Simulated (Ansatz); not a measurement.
Stepwise reaction of `F[SiH2]S[SiH3]` with hydrogen fluoride, as a gas-phase model of exchange steps in deposition or etching. ΔE in kJ/mol.

Program: Ansatz. Geometries: PBE0-D4/def2-TZVP. ΔE: electronic, gas phase. CCSD(T)/CBS adds triple-zeta CCSD(T) − MP2 to the extrapolated MP2 energy (def2 sets, frozen cores). This one scheme is used for every species. Functionals use def2-TZVPP. B3LYP here is the variant with VWN-RPA as its local correlation; programs differ in this. One conformer a species, not always the lowest.

```csv
step,reaction,PBE-D4,B3LYP-D4,ωB97M-V,CCSD(T)/CBS
1,`F[SiH2]S[SiH3]` + H–F → `F[SiH](F)S[SiH3]` + H₂,-124.8,-133.3,-134.2,-129.7
```

Problem. Give the row of step 2, `F[SiH](F)S[SiH3]` + H–F → `F[SiH2]S[SiH](F)F` + H₂. (An estimate is asked.)

Solution. Computed: 
```
step                                             reaction  PBE-D4  B3LYP-D4  ωB97M-V  CCSD(T)/CBS
   2  `F[SiH](F)S[SiH3]` + H–F → `F[SiH2]S[SiH](F)F` + H₂  -110.4    -118.5   -118.3       -114.4
```

Problem. By hand: ΔE of the 2 steps together at CCSD(T)/CBS.

Solution. (-129.7) + (-114.4) = -244.1 kJ/mol, or -122.0 kJ/mol a step.

In ΔE each step is higher than the one before. All are downhill at CCSD(T)/CBS. PBE-D4 differs from CCSD(T)/CBS by 4.0 to 4.9 kJ/mol a step. Isolated molecules leave out the surface, adducts and barriers. Largest T1 diagnostic: 0.012.
